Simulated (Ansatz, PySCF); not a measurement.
H-N bond dissociation enthalpy at 298 K: 6 cases among silicon compounds with O, N or halogens, in kcal/mol, species as SMILES. Set-up: valence correlation only; spin-orbit terms left out; no dispersion term unless named; UHF or UKS for open shells; non-relativistic; 6-31G* and kin with 6d, 5d where marked. CBS(X,Y): correlation extrapolated as X^-3; Hartree-Fock from the larger set. Ab initio and DFT rows: single points at B3LYP-D3(BJ) geometries (Ansatz, an electronic-structure program), with unscaled harmonic terms from B3LYP/6-31G* (Ansatz) at its own minima.

Coupled cluster (Ansatz) is a level with limits of its own, used here on species with T1 under 0.025 (0.045 for open shells) and stable references: (a) CCSD(T)/CBS(aug-cc-pV(T+d)Z,aug-cc-pV(Q+d)Z); (b) CCSD(T)/CBS(cc-pV(T+d)Z,cc-pV(Q+d)Z).

```tsv
species	atoms	coupled cluster	difference of M06-2X/6-31G* (5d) (PySCF)	difference of PBE/STO-3G (Ansatz)	difference of PBE/6-31G* (Ansatz)	difference of PBE0/6-31G* (Ansatz)	difference of r2SCAN-D4/def2-TZVPD (Ansatz + dftd4)	difference of B3LYP-D3(BJ)/def2-TZVPD (Ansatz + dftd3)
N(C)[SiH3] [N-silylmethanamine], to C[N][SiH3] + H atom	10	104.2 (a)	-3.2	7.8	-8.7	-7.5	-7.6	-4.7
N[SiH](N)N, to [NH][SiH](N)N + H atom	11	113.3 (a)	-3.2	6.9	-6.7	-6.7	-6.1	-3.8
Cl[Si](N)(N)N, to [NH][Si](N)(N)Cl + H atom	11	112.3 (b)	-2.7	7.8	-7.0	-6.3	-6.4	-3.8
[SiH2]([SiH2]N)N, to [NH][SiH2][SiH2]N + H atom	12	109.0 (b)	-1.7	4.8	-9.7	-6.7	-8.5	-5.5
N[Si](N)(N)O, to [NH][Si](N)(N)O + H atom	12	112.5 (b)	-3.4	5.9	-9.8	-7.6	-7.3	-4.9
N[Si](N)(C)C [[diamino(methyl)silyl]methane], to C[Si](C)([NH])N + H atom	15	112.0 (b)	-4.0	4.4	-8.3	-7.7	-6.4	-4.1
```

```
level                                     cases  mean signed difference  mean absolute difference  median absolute difference  largest absolute difference
----------------------------------------  -----  ----------------------  ------------------------  --------------------------  ---------------------------
M06-2X/6-31G* (5d) (PySCF)                    6                   -3.03                      3.03                        3.20                          4.0
PBE/STO-3G (Ansatz)                           6                    6.27                      6.27                        6.40                          7.8
PBE/6-31G* (Ansatz)                           6                   -8.37                      8.37                        8.50                          9.8
PBE0/6-31G* (Ansatz)                          6                   -7.08                      7.08                        7.10                          7.7
r2SCAN-D4/def2-TZVPD (Ansatz + dftd4)         6                   -7.05                      7.05                        6.85                          8.5
B3LYP-D3(BJ)/def2-TZVPD (Ansatz + dftd3)      6                   -4.47                      4.47                        4.40                          5.5
```

M06-2X/6-31G* (5d) lies above in 0 of 6 cases and within 2 kcal/mol in 1; mean signed difference -3.03 kcal/mol, mean absolute 3.03 kcal/mol (3.03 over the 3 cases of up to 11 atoms, 3.03 over the larger). These figures hold for the species listed.

How the rows were picked: cases drawn at random among the computed members of the class with clean coupled-cluster diagnostics. The batch they came from held 6 cases of this property in the class: 0 with a tabulated value, 6 with clean coupled cluster alone, 0 with neither, which enter no statistics. The levels are drawn from those run on every case listed, the commonest habits more often. No case is left out for the size of its miss. Left out are saddle points of the reference geometry, anions that the best level run finds unbound, excited spin states, species near biochemistry, 298 K rows of species without real B3LYP wavenumbers, cases with under five habitual levels, runs that failed or that the program found above a lower state of the same kind, table entries that another table contradicts, and a share of species set aside by lot.
